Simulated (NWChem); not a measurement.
System: SnHOCl, singlet; SMILES [Sn]([Cl])[OH]

Input file for NWChem:

```
start job
memory heap 200 mb stack 900 mb global 1100 mb
geometry units angstroms noautoz
  Sn     0.338707     0.508764     0.000000
  Cl    -0.375337    -1.791982     0.000000
  O     -1.492989     1.282820     0.000000
  H     -2.196909     0.619777     0.000000
end
basis spherical
  * library def2-svp
end
ecp
  Sn library def2-ecp
end
dft
  xc optx lyp
  iterations 150
  mulliken
end
task dft energy
```

Low-valent species are run as closed-shell singlets; no triplet was tried in these runs. All runs use the structure optimised with PBE0/def2-SVP. def2 effective core potentials on Sn; no spin-orbit coupling.

Predict the main results of this run. (OLYP/def2-SVP with def2 effective core potentials on Sn.) Quantities: energy (Ha); highest occupied level (eV); orbital gap (eV); dipole (D).


- energy (Ha): -750.43
- highest occupied level (eV): -6.43
- orbital gap (eV): 3.59
- dipole (D): 1.61
